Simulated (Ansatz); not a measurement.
Basis sets compared for SiCl3(NiPr2) (C₆H₁₄Cl₃NSi). Charge 0, multiplicity 1. Geometry r2SCAN-D4/def2-SVP. Ansatz on 2 threads of AMD EPYC 7R13 on a shared host and a share (18 GiB) of an NVIDIA H100 80GB HBM3; times are rough, and most runs start from earlier orbitals.

| atom | x (Å) | y (Å) | z (Å) |
| --- | --- | --- | --- |
| Si1 | -0.1557 | 1.9633 | -1.0188 |
| Cl2 | -1.8838 | 2.9775 | -0.5014 |
| Cl3 | 1.4383 | 3.1770 | -0.5496 |
| Cl4 | -0.2228 | 1.8022 | -3.0799 |
| N5 | -0.0823 | 0.4337 | -0.2803 |
| C6 | -1.2121 | -0.4614 | -0.6321 |
| C7 | -0.7359 | -1.7105 | -1.3725 |
| C8 | -2.0872 | -0.7788 | 0.5800 |
| C9 | 0.9191 | -0.0875 | 0.6725 |
| C10 | 2.3048 | -0.2304 | 0.0421 |
| C11 | 0.9459 | 0.7006 | 1.9828 |
| H12 | -1.8459 | 0.1057 | -1.3402 |
| H13 | -0.0965 | -2.3421 | -0.7348 |
| H14 | -1.5955 | -2.3224 | -1.6877 |
| H15 | -0.1626 | -1.4280 | -2.2682 |
| H16 | -1.5370 | -1.3557 | 1.3409 |
| H17 | -2.4506 | 0.1509 | 1.0432 |
| H18 | -2.9588 | -1.3800 | 0.2769 |
| H19 | 0.5745 | -1.1063 | 0.9197 |
| H20 | 2.7334 | 0.7515 | -0.2100 |
| H21 | 2.2509 | -0.8281 | -0.8810 |
| H22 | 2.9957 | -0.7310 | 0.7395 |
| H23 | 1.6181 | 0.2170 | 2.7098 |
| H24 | 1.3067 | 1.7282 | 1.8245 |
| H25 | -0.0608 | 0.7545 | 2.4247 |

Single mean-field runs in def2-TZVP are fitted with def2-universal-jkfit.

Binding counts from free atoms (Si triplet, Cl doublet, N quartet, C triplet, H doublet) in the same basis, without a counterpoise term.

```json
{"level": "HF/STO-3G", "functions": "85", "energy (Eh)": "-1935.8980", "HOMO (eV)": "-8.63", "LUMO (eV)": "6.35", "binding per atom (eV)": "3.66", "wall time": "3.3 s"}
{"level": "HF/6-31G", "functions": "143", "energy (Eh)": "-1957.0812", "HOMO (eV)": "-10.53", "LUMO (eV)": "3.13", "binding per atom (eV)": "2.72", "wall time": "3.4 s"}
{"level": "PBE-D4/def2-SVP", "functions": "240", "energy (Eh)": "-1960.2770", "HOMO (eV)": "-5.55", "LUMO (eV)": "-0.47", "binding per atom (eV)": "4.14", "wall time": "4.6 s"}
{"level": "PBE0-D4/def2-SVP", "functions": "240", "energy (Eh)": "-1960.4760", "HOMO (eV)": "-6.95", "LUMO (eV)": "0.56", "binding per atom (eV)": "4.09", "wall time": "7.5 s"}
```

(1) Estimate the rows for PBE-D4/def2-TZVP (with forces), PBE0-D4/def2-TZVP.

Results:

(1) 
```csv
level,functions,energy (Eh),HOMO (eV),LUMO (eV),binding per atom (eV),wall time
PBE-D4/def2-TZVP (with forces),449,-1961.1788,-5.66,-0.88,4.11,6 s
PBE0-D4/def2-TZVP,449,-1961.3641,-6.99,0.15,4.06,6 s
```
